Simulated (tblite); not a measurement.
Compound: C6H7F2O (doublet state).
Geometry (GFN2-xTB, Å), atoms numbered from 1 in this order:
```xyz
16
C6H7F2O angstrom
C      0.9507    0.4252    1.4603
C      0.6646    0.2318    0.1821
C      1.7000    0.3832   -0.9092
F      2.9545    0.5063   -0.3804
C     -0.6949   -0.1400   -0.2236
C     -1.2119   -0.0347   -1.4441
F     -0.5261    0.4024   -2.5147
C     -1.5419   -0.7248    0.9116
O     -1.4514   -0.0652    2.0655
H      1.9118    0.7087    1.8474
H      0.1139    0.2920    2.1782
H      1.7118   -0.4931   -1.5663
H      1.5106    1.2862   -1.5002
H     -2.2282   -0.2884   -1.7066
H     -1.2753   -1.7995    1.0109
H     -2.5958   -0.6811    0.5776
```

Level: GFN2-xTB in tblite, geometry and Hessian alike; calculated harmonic values, unscaled, isolated species. This tight-binding method is rough: wavenumbers can miss measured ones by several per cent, in bad cases by 10 to 20. One conformer, not necessarily the lowest. Open shells enter through the occupations alone, without spin polarisation, and single modes of such species can be off by tens of per cent.

Harmonic wavenumbers (cm⁻¹): 53.4, 111.6, 148.6, 173.9, 226.2, 273.9, 288.1, 326.9, 360.5, 430.9, 495.5, 537.5, 624.6, 672.4, 788.1, 796.5, 888.2, 913.0, 936.4, 956.3, 1018.8, 1077.6, 1092.0, 1118.4, 1176.2, 1194.5, 1213.1, 1272.7, 1299.8, 1300.5, 1323.0, 1382.5, 1423.1, 1666.3, 1676.9, 2609.6, 2723.2, 2778.9, 2933.2, 2944.8, 3084.6, 3140.0.

A = 1882, B = 1372, C = 820.2 MHz; mass 133.046 u (most abundant isotopes); point group C1, symmetry number 1; spin multiplicity 2.

Q: Zero-point energy?

A: ½Σν̃ = 24726 cm⁻¹ = 70.70 kcal/mol.

Q: Entropy at 200 K, 1 bar (ideal gas, RRHO, classical rotation)?

A: Translation 38.61, rotation 28.22, vibration 15.56, spin (R ln 2) 1.38: S = 83.8 cal/(mol K).

Q: And Cp and H(200 K) − H(0)?

A: Cp = 26.71 cal/(mol K), of which vibrations give 18.76 (their classical limit is 42 R = 83.5); H(200 K) − H(0) = 3.39 kcal/mol without the zero-point energy, 1.80 from vibrations.

Q: Blend soft modes into free rotors: weight 1/[1 + (100 cm⁻¹/ν̃)⁴] for the oscillator and the rest for a rotor with moment μB/(μ + B), μ = h/(8π²ν), B = 10⁻⁴⁴ kg m². What vibrational entropy results?

A: 14.84 cal/(mol K) in place of 15.56, which changes −T·S at 200 K by +0.14 kcal/mol.

Q: How do the functions run with temperature in this model?

A: 
```tsv
T (K)	S (cal/(mol K))	Cp (cal/(mol K))	H − H(0) (kcal/mol)	G − H(0) (kcal/mol)	ln q(vib)
100	68.9	17.1	1.18	-5.70	1.15
300	96.3	35.8	6.51	-22.38	5.60
500	118.5	51.6	15.34	-43.92	10.21
800	146.2	66.1	33.20	-83.79	16.84
1000	161.7	72.0	47.05	-114.61	20.91
```

q(vib) and H(0) count from the zero-point level.

Hindered rotation and anharmonicity are outside this model. Other conformers, if any are populated, would add a mixing term that is left out. The structure is chiral; the term R ln 2 for an equal mix with its mirror image is left out.
